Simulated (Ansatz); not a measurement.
BH7OSi2 (`BO[SiH2][SiH3]`). The species carries charge 0 and has multiplicity 1. The structure was optimised at the PBE0-D4/def2-TZVP level. It is one conformer, not always the lowest.

```xyz
11

B    -0.490   -2.276   -0.568
O     0.365   -1.277   -0.281
Si    0.392    0.329   -0.721
Si    0.154    1.648    1.198
H    -1.438   -2.071   -1.281
H    -0.275   -3.356   -0.094
H     1.697    0.582   -1.383
H    -0.703    0.596   -1.694
H     1.259    1.384    2.157
H    -1.145    1.357    1.861
H     0.184    3.084    0.806
```

Q: What is the dipole moment at PBE/def2-TZVPP? (Best estimate.)

A: Computed: 1.07 D, with components (0.06, 1.06, -0.12) D in this frame, pointing from negative to positive charge.

Q: And with r2SCAN, B3LYP, ωB97M-V? (Estimate.)

A: Ansatz gave: r2SCAN 0.99 D, B3LYP 0.99 D, ωB97M-V 0.98 D.

Q: Give the Mulliken charges with PBE, ωB97M-V, B3LYP in def2-TZVPP. (An estimate is asked.)

A: The calculation gave: 
```csv
atom,PBE,ωB97M-V,B3LYP
B1,0.06,0.02,0.06
O2,-0.24,-0.34,-0.32
Si3,0.34,0.30,0.40
Si4,0.09,0.04,0.15
H5,-0.02,0.04,0.00
H6,-0.01,0.04,0.01
H7,-0.05,-0.02,-0.07
H8,-0.06,-0.02,-0.07
H9,-0.03,-0.01,-0.05
H10,-0.04,-0.02,-0.05
H11,-0.04,-0.02,-0.05
```

B3LYP here is the variant with VWN-RPA as its local correlation; programs differ in this.
